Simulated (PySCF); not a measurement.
ClH6NSi3, SMILES Cl[SiH]1[SiH2]N[SiH2]1.

Coordinates come from a PBE0-D3(BJ)/def2-SVP optimisation. The structure was generated by enumeration, and PubChem lists no compound with its InChIKey, so it may never have been made.

Two levels are set side by side: PBE/def2-TZVP (PySCF) and HF/def2-TZVP (PySCF). Same geometry, gas phase. Differences are taken from unrounded values.

| quantity | HF |
|---|---|
| orbital gap (eV) | 11.70 |
| highest occupied level (eV) | -9.62 |
| lowest empty level (eV) | 2.08 |
| dipole moment (D) | 2.15 |
| mean polarisability (bohr³) | 91.9 |

Q: What does PBE give, and how far is it from HF? (The exact figures need the calculation; the answer reports its results.)

A: 
```
quantity                       PBE  PBE minus HF
---------------------------  -----  ------------
orbital gap (eV)              4.40         -7.30
highest occupied level (eV)  -6.20          3.42
lowest empty level (eV)      -1.81         -3.88
dipole moment (D)             1.95         -0.20
mean polarisability (bohr³)  103.1          11.3
```

PBE's occupied levels lie high since its potential decays too fast outside the molecule; exact exchange lowers them and widens the gap. Loosely held outer electrons make PBE densities more polarisable. Differences between two approximate levels are no errors against the true value.

Rough cost on one machine, each run with all the roots and properties that it gave: HF against PBE about 1/3.
